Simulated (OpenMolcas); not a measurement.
# Ru²⁺: the spin-orbit constant, worked from levels

- Program: OpenMolcas
- Basis: ANO-R3 [8s6p5d3f2g1h]
- Scalar Hamiltonian: X2C, finite nucleus
- Active space: 6 electrons in 6 orbitals (4d 5s)
- State averaging: 2S+1 = 5 even, 30 roots; 2S+1 = 7 even, 1 root kept (CI in the orbitals of an earlier block); 2S+1 = 3 even, 127 roots kept (CI in the orbitals of an earlier block, 107 in the spin-orbit step); 2S+1 = 1 even, 102 roots kept (CI in the orbitals of an earlier block, 62 in the spin-orbit step)
- Spin-orbit coupling: state interaction with AMFI integrals over the reference wave functions, term energies averaged over their components

Methods: CASSCF; MS-CASPT2, IPEA 0.25 Eh, imaginary shift 0.1 Eh (closed shells correlated: 4s 4p). Measured levels: Moore, Atomic Energy Levels, vol. III, NSRDS-NBS 35 (1971 reprint of NBS Circular 467, 1958).

**The spin-orbit constant.** For the Hund term ⁵D of d6, E(J) = (A/2) J(J+1) + constant and ζ = -2S·A = -4A. From J = 0 to J = 4 the energy changes by 10 A.

```csv
Source,E(4) - E(0),A,ζ
CASSCF,-2678.6,-267.9,1071
MS-CASPT2,-2654.3,-265.4,1062
measured,-2476.0,-247.6,990
```

All in cm-1. MS-CASPT2 is off by +7.2 % and CASSCF by +8.2 %. Both methods take the spin-orbit matrix elements from the reference wave functions, so the second can move ζ only through the term energies and any multistate remixing. Second-order mixing with other terms is absorbed into this ζ.

CASPT2 breaks the degeneracy within a term, and the mean is taken; among the terms shown or strongly mixed into the levels shown the widest spread is 13 cm-1 (4d⁶ ⁵D, MS-CASPT2). Some high roots are left out of the spin-orbit mixing, which shifts the levels that they would mix with. Without dynamic correlation excited terms often stand tens of per cent too high (terms of higher spin than the ground term too low), and those without a measured partner can miss by more than the paired ones (holds for CASSCF). Blocks of more than 70 roots (2S+1 = 3 even) ran without multistate coupling (holds for MS-CASPT2). Measured partners are found by configuration, term and J. A level has none where our copy of the source lacks it or the pairing is in doubt (some pairs that miss far off the trend of their configuration count as doubtful), and it then counts in no deviation. Only configurations of the active space appear.
